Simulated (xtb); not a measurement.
xtb input:

```bash
xtb mol.xyz --gfn 2 --ohess tight --chrg -1 --uhf 0
```
mol.xyz:
```
6

O     -1.21374879     0.71839176     0.20781146
C     -0.30434057    -0.23066495    -0.12267846
O      1.03914222     0.31966726    -0.30507507
H     -0.52122500    -0.64839821    -1.05866129
H     -0.33218523    -0.92462159     0.68519548
H      1.27511660     0.73896692     0.53390668
```

Problem. Which total energy does the run end on?

Solution. -11.96617 Eh (GFN2-xTB).

It need not be the lowest isomer of its formula. Whether it binds its extra electron was not tested at this geometry.
